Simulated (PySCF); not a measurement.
Bonds: Al1-O2, Al1-O7, Al1-O12, O2-C3, O7-C8, O12-C13. C3 carries H4, H5, H6; C8 carries H9, H10, H11; C13 carries H14, H15, H16.

- coordinates at the PBE0-D3(BJ)/def2-SVP level
- σ from GIAO-B3LYP/pcSseg-1 (pcSseg-2 on Al)
- code: PySCF
- in vacuum, one conformer, fast rotation and ring inversion assumed for equivalent nuclei, non-relativistic

δ = σ(ref) − σ, references computed at the same level: ¹³C (σ = 179.24 ppm) and ¹H (σ = 31.38 ppm) vs TMS; ²⁷Al (σ = 571.15 ppm) against [Al(H2O)6]3+; ¹⁷O (σ = 334.04 ppm) vs H2O.

```
                          atoms  nucleus  count  δ (ppm)
                      O2/O7/O12      ¹⁷O      3        ?
                      C3/C8/C13      ¹³C      3        ?
H4/H5/H6/H9/H10/H11/H14/H15/H16       ¹H      9     3.80
                            Al1     ²⁷Al      1     89.9
```

**Question.** Complete the table.

**Answer.** 
- C3/C8/C13: 54.6 ppm, carbon bonded to O, 3 H
- O2/O7/O12: -2.0 ppm, oxygen bonded to C, Al

Shifts are as computed, not scaled to solution data. Of 1309 compounds with measured shifts, 239 miss one by over three times the rms of a fit or turn the order of signals round; such compounds aren't used in these exercises. Experimental scales use liquid or dissolved standards, which lie at an offset from isolated H2O (liquid H2O: subtract about 36 ppm).
